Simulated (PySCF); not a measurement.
TeF4, SMILES F[Te](F)(F)F.

Coordinates come from a PBE0-D3(BJ)/def2-SVP optimisation. A frequency run showed that this geometry is not a minimum. The isomer is the one that the SMILES or the coordinates give; other isomers of the formula were not compared. The def2 effective core potentials stand for the cores of Te; spin–orbit coupling is left out.

Method: PBE0-D3(BJ)/def2-SVP run with PySCF.

Frequencies are harmonic and unscaled.

Modes within 1.5 cm⁻¹ of each other (mostly degenerate sets) share a row, with their intensities summed.

```json
[
 {"mode": "1", "ν (cm⁻¹)": "84i", "IR (km/mol)": "0.0", "moving atoms (share of kinetic energy)": "F 100 %"},
 {"mode": "2", "ν (cm⁻¹)": "274", "IR (km/mol)": "38.9", "moving atoms (share of kinetic energy)": "F 72 %, Te 28 %"},
 {"mode": "3–4", "ν (cm⁻¹)": "278", "IR (km/mol)": "32.8", "moving atoms (share of kinetic energy)": "F 89 %, Te 11 %"},
 {"mode": "5", "ν (cm⁻¹)": "326", "IR (km/mol)": "0.0", "moving atoms (share of kinetic energy)": "F 100 %"},
 {"mode": "6", "ν (cm⁻¹)": "605", "IR (km/mol)": "0.0", "moving atoms (share of kinetic energy)": "F 100 %"},
 {"mode": "7", "ν (cm⁻¹)": "668", "IR (km/mol)": "37.2", "moving atoms (share of kinetic energy)": "F 90 %, Te 10 %"},
 {"mode": "8–9", "ν (cm⁻¹)": "671", "IR (km/mol)": "253.5", "moving atoms (share of kinetic energy)": "F 80 %, Te 20 %"}
]
```
